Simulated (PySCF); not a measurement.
CH₄Si, SMILES C=[SiH2].

Coordinates come from a r2SCAN-D4/def2-TZVP optimisation.

Computed with r2SCAN-D4/def2-TZVP (PySCF).

Frequencies are harmonic and unscaled.

Computed vibrational spectrum:
```
mode  ν (cm⁻¹)  IR (km/mol)  Raman (Å⁴/amu)  depolarisation  moving atoms (share of kinetic energy)
----  --------  -----------  --------------  --------------  --------------------------------------
1          454         20.5            11.4            0.75                  H 79 %, Si 13 %, C 8 %
2          471          5.1             1.5            0.75                                  H 97 %
3          740          0.0             1.6            0.75                                 H 100 %
4          768         47.0             2.1            0.75                          H 84 %, C 16 %
5          825         64.1             3.2            0.75                  H 71 %, C 20 %, Si 9 %
6          937         26.5            23.4            0.49                          H 85 %, C 14 %
7         1000         21.3            58.4            0.12                 C 37 %, Si 33 %, H 30 %
8         1385         10.1             2.8            0.11                          H 82 %, C 17 %
9         2254         32.3           159.2            0.14                                  H 98 %
10        2277         80.6            55.8            0.75                                  H 95 %
11        3152          0.2           129.2            0.13                                  H 95 %
12        3244          0.0            84.1            0.75                          H 90 %, C 10 %
```
